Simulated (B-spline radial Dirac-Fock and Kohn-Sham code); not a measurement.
Dipole and non-dipole photoemission parameters of Hf 4f7/2

System: neutral hafnium, [Xe] 4f14 5d2 6s2; threshold 24.51 eV (orbital energy of the model). These are calculated numbers from a radial finite-basis atomic code; the model is Dirac-Hartree-Slater photoionisation with a Latter tail; cross sections with all multipoles, angular parameters from the dipole term and its interference with E2.

For linearly polarised light dσ/dΩ = σ/(4π) [1 + β P₂(cos θ) + (δ + γ cos²θ) sin θ cos φ], with θ from the polarisation vector and φ the angle between the beam and the projection of the electron momentum on the plane normal to the polarisation.

```tsv
hν (eV)	σ (kb)	β	γ	δ
56	1220	1.197	0.008	0.005
60	1420	1.037	0.007	0.006
70.4	1940	0.733	0.005	0.008
87.7	2770	0.477	0.004	0.011
100	3260	0.389	0.003	0.012
116	3680	0.331	0.002	0.014
150	4030	0.310	0.003	0.017
228	3520	0.410	0.006	0.022
230	3500	0.413	0.007	0.022
254	3220	0.452	0.008	0.023
296	2740	0.520	0.011	0.026
417	1640	0.685	0.021	0.033
441	1480	0.712	0.024	0.034
844	319	0.972	0.109	0.058
1000	197	1.014	0.157	0.067
1150	129	1.038	0.206	0.075
1860	27.0	1.049	0.445	0.113
2060	18.9	1.038	0.507	0.123
2110	17.4	1.035	0.522	0.126
2860	5.78	0.980	0.722	0.164
3150	4.03	0.956	0.787	0.178
4820	?	?	?	?
5414.7	0.480	0.801	1.148	0.289
6000	0.315	0.769	1.212	0.317
6850	0.181	0.729	1.294	0.356
7650	0.114	0.696	1.359	0.393
8047.8	0.0918	0.681	1.389	0.410
8250	0.0825	0.674	1.403	0.419
9251.7	0.0503	0.640	1.469	0.462
12400	0.0138	0.555	1.621	0.589
```

Q: Give the values at 4820 eV.

A: σ = 0.768 kb, β = 0.836, γ = 1.072, δ = 0.261.
